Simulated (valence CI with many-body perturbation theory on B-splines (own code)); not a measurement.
The numbers below are computed, except where a source is named.
# Level structure of Ho54+

Level of theory: valence CI with perturbative core correlation (CI+MBPT): three valence electrons over a frozen Dirac-Fock core [Ne], radial functions for each j: 11 s, 11 p, 9 d, 7 f, 5 g, 2 h, 1 i, with the one-electron correlation potential Σ1, the two-electron term Σ2, the three-electron term Σ3, Breit, model QED; selected CI, second order for the rest (own B-spline code, finite nucleus).

The last digits are not significant, and no measured levels were compared; by estimate large intervals hold to a few tenths of a per cent, small ones and those within an open d or f shell to about a per cent.

Levels 1 to 45 of 68, with energies above the lowest level, (3s^2 3p1/2) J=1/2. "Leading %" is the weight of the configuration and term that name the level; weights of strongly mixed levels are sums over their largest components and can fall short. In the jj column 3d3/2^4 stands for four electrons in 3d with j = 3/2.

| No. | Configuration | Term | J | E (Ry) | Leading % | g | Leading jj |
| --- | --- | --- | --- | --- | --- | --- | --- |
| 1 | 3s2.3p | 2P° | 1/2 | 0.000 | 100 | 0.651 | 3s^2 3p1/2 (100 %) |
| 2 | 3s.3p2 | 4P | 1/2 | 10.487 | 56 | 2.155 | 3s 3p1/2^2 (98 %) |
| 3 | 3s2.3p | 2P° | 3/2 | 16.681 | 99 | 1.323 | 3s^2 3p3/2 (99 %) |
| 4 | 3s.3p2 | 4P | 3/2 | 25.269 | 90 | 1.640 | 3s 3p1/2 3p3/2 (99 %) |
| 5 | 3s.3p2 | 2D | 5/2 | 26.420 | 59 | 1.345 | 3s 3p1/2 3p3/2 (97 %) |
| 6 | 3s.3p2 | 2D | 3/2 | 27.845 | 53 | 0.961 | 3s 3p1/2 3p3/2 (82 %) |
| 7 | 3s.3p2 | 2P | 1/2 | 28.490 | 70 | 1.242 | 3s 3p1/2 3p3/2 (98 %) |
| 8 | 3s2.3d | 2D | 3/2 | 31.773 | 82 | 0.828 | 3s^2 3d3/2 (82 %) |
| 9 | 3s2.3d | 2D | 5/2 | 35.016 | 95 | 1.205 | 3s^2 3d5/2 (95 %) |
| 10 | 3p3 | 2P° | 3/2 | 38.238 | 33 | 1.162 | 3p1/2^2 3p3/2 (69 %) |
| 11 | 3s.3p.3d | 4F° | 3/2 | 39.235 | 68 | 0.622 | 3s 3p1/2 3d3/2 (81 %) |
| 12 | 3s.3p.3d | 4F° | 5/2 | 40.071 | 46 | 1.029 | 3s 3p1/2 3d3/2 (97 %) |
| 13 | 3s.3p.3d | 4D° | 1/2 | 41.766 | 60 | 0.386 | 3s 3p1/2 3d3/2 (98 %) |
| 14 | 3s.3p.3d | 4D° | 3/2 | 42.091 | 37 | 1.297 | 3s 3p1/2 3d3/2 (85 %) |
| 15 | 3s.3p2 | 4P | 5/2 | 42.836 | 57 | 1.417 | 3s 3p3/2^2 (97 %) |
| 16 | 3s.3p.3d | 4P° | 5/2 | 43.906 | 38 | 1.350 | 3s 3p1/2 3d5/2 (99 %) |
| 17 | 3s.3p.3d | 4F° | 7/2 | 44.744 | 46 | 1.243 | 3s 3p1/2 3d5/2 (97 %) |
| 18 | 3s.3p2 | 2S | 1/2 | 45.196 | 68 | 1.904 | 3s 3p3/2^2 (98 %) |
| 19 | 3s.3p.3d | 2F° | 5/2 | 45.441 | 51 | 1.041 | 3s 3p1/2 3d5/2 (96 %) |
| 20 | 3s.3p2 | 2P | 3/2 | 45.638 | 62 | 1.195 | 3s 3p3/2^2 (98 %) |
| 21 | 3s.3p.3d | 2D° | 3/2 | 45.792 | 38 | 1.114 | 3s 3p1/2 3d5/2 (85 %) |
| 22 | 3p2.3d | 2D | 3/2 | 51.952 | 39 | 0.771 | 3p1/2^2 3d3/2 (99 %) |
| 23 | 3p3 | 2D° | 5/2 | 54.510 | 71 | 1.162 | 3p1/2 3p3/2^2 (71 %) |
| 24 | 3p3 | 4S° | 3/2 | 54.803 | 48 | 1.405 | 3p1/2 3p3/2^2 (92 %) |
| 25 | 3p3 | 2P° | 1/2 | 55.843 | 83 | 0.693 | 3p1/2 3p3/2^2 (83 %) |
| 26 | 3p2.3d | 2D | 5/2 | 56.632 | 31 | 1.193 | 3p1/2^2 3d5/2 (97 %) |
| 27 | 3s.3p.3d | 4D° | 3/2 | 56.820 | 43 | 1.304 | 3s 3p3/2 3d3/2 (98 %) |
| 28 | 3s.3p.3d | 4P° | 1/2 | 56.923 | 83 | 2.224 | 3s 3p3/2 3d3/2 (97 %) |
| 29 | 3s.3p.3d | 4D° | 5/2 | 56.992 | 45 | 1.240 | 3s 3p3/2 3d3/2 (81 %) |
| 30 | 3s.3p.3d | 4F° | 7/2 | 57.232 | 41 | 1.249 | 3s 3p3/2 3d3/2 (90 %) |
| 31 | 3s.3p.3d | 2D° | 3/2 | 58.941 | 63 | 0.985 | 3s 3p3/2 3d3/2 (81 %) |
| 32 | 3s.3p.3d | 4F° | 9/2 | 59.286 | 100 | 1.323 | 3s 3p3/2 3d5/2 (100 %) |
| 33 | 3s.3p.3d | 2F° | 5/2 | 59.940 | 68 | 0.960 | 3s 3p3/2 3d3/2 (90 %) |
| 34 | 3s.3p.3d | 2P° | 1/2 | 60.241 | 67 | 0.608 | 3s 3p3/2 3d3/2 (86 %) |
| 35 | 3s.3p.3d | 2D° | 5/2 | 60.798 | 48 | 1.331 | 3s 3p3/2 3d5/2 (95 %) |
| 36 | 3s.3p.3d | 2F° | 7/2 | 61.439 | 66 | 1.221 | 3s 3p3/2 3d5/2 (91 %) |
| 37 | 3s.3p.3d | 2P° | 3/2 | 61.591 | 44 | 1.158 | 3s 3p3/2 3d5/2 (80 %) |
| 38 | 3s.3p.3d | 2F° | 7/2 | 62.629 | 72 | 1.197 | 3s 3p3/2 3d5/2 (98 %) |
| 39 | 3s.3p.3d | 2P° | 1/2 | 63.297 | 84 | 0.699 | 3s 3p3/2 3d5/2 (90 %) |
| 40 | 3s.3p.3d | 2P° | 3/2 | 63.949 | 78 | 1.302 | 3s 3p3/2 3d5/2 (98 %) |
| 41 | 3s.3p.3d | 2D° | 5/2 | 64.115 | 64 | 1.115 | 3s 3p3/2 3d5/2 (93 %) |
| 42 | 3p2.3d | 2F | 5/2 | 66.953 | 50 | 0.938 | 3p1/2 3p3/2 3d3/2 (92 %) |
| 43 | 3p2.3d | 4F | 3/2 | 67.462 | 40 | 0.913 | 3p1/2 3p3/2 3d3/2 (98 %) |
| 44 | 3p2.3d | 4D | 1/2 | 67.641 | 81 | 0.165 | 3p1/2 3p3/2 3d3/2 (99 %) |
| 45 | 3p2.3d | 2G | 7/2 | 67.875 | 48 | 1.033 | 3p1/2 3p3/2 3d3/2 (93 %) |

The ionisation energy to 3s2 1S_0 of the next ion comes out as 5259.3 eV (NIST: 5258 ± 5 eV (theoretical)). All 68 levels together are meant to be complete up to 78.163 Ry.
